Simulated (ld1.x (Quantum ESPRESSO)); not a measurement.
# Configuration tests for osmium (RRKJ)

Os (Z = 76), norm-conserving RRKJ (Kleinman–Bylander form), made with ld1.x (Quantum ESPRESSO) 7.5 (PBEsol, scalar-relativistic). Core [Kr] 4d10 4f14 5s2, reference 5p6 5d6 6s1 6p1. Waves: 5p (bound): rc 1.50 bohr; 5d (bound): rc 1.55 bohr; 6s (bound): rc 2.55 bohr. Local part: the s channel. Core correction: Bessel-smoothed model core inside 1.20 bohr.

Occupied shells without a wave of their own: 6p. They enter only through the test configuration that unscreens the potential, and ld1.x also counts them in the model core charge.

Energies are relative to the spin-unpolarised reference configuration 5p6 5d6 6s1 6p1; without spin polarisation the order of configurations can differ from experiment.

ld1.x takes every shell without a wave as core, so the model core holds the 6p electrons as well and exchange and correlation see them twice. This cancels in the reference configuration, but the file is broken for other ones, and its errors say nothing about a proper core correction.

```json
{"valence configuration": "5p6 5d6 6s2 6p0", "charge": "0", "ΔE all-electron (eV)": "-5.121", "error AE − PS (meV)": "+380"}
{"valence configuration": "5p6 5d6 6s1 6p0", "charge": "+1", "ΔE all-electron (eV)": "4.503", "error AE − PS (meV)": "+745"}
{"valence configuration": "5p6 5d6 6s0 6p0", "charge": "+2", "ΔE all-electron (eV)": "21.443", "error AE − PS (meV)": "+1030"}
{"valence configuration": "5p6 5d6 6s0 6p2", "charge": "0", "ΔE all-electron (eV)": "5.431", "error AE − PS (meV)": "-692"}
{"valence configuration": "5p6 5d6.5 6s1.5 6p0", "charge": "0", "ΔE all-electron (eV)": "-5.061", "error AE − PS (meV)": "+317"}
{"valence configuration": "5p6 5d6 6s0 6p1", "charge": "+1", "ΔE all-electron (eV)": "10.719", "error AE − PS (meV)": "+11"}
{"valence configuration": "5p5 5d6 6s2 6p0", "charge": "+1", "ΔE all-electron (eV)": "51.829", "error AE − PS (meV)": "+585"}
```

Levels in the configuration 5p6 5d6 6s0 6p1:

| level | all-electron (eV) | pseudo (eV) |
| --- | --- | --- |
| 5p | -60.553 | -60.482 |
| 5d | -15.607 | -15.569 |
| 6p | -7.903 | -7.044 |

The potential misses its own reference levels by up to 0.5 eV.
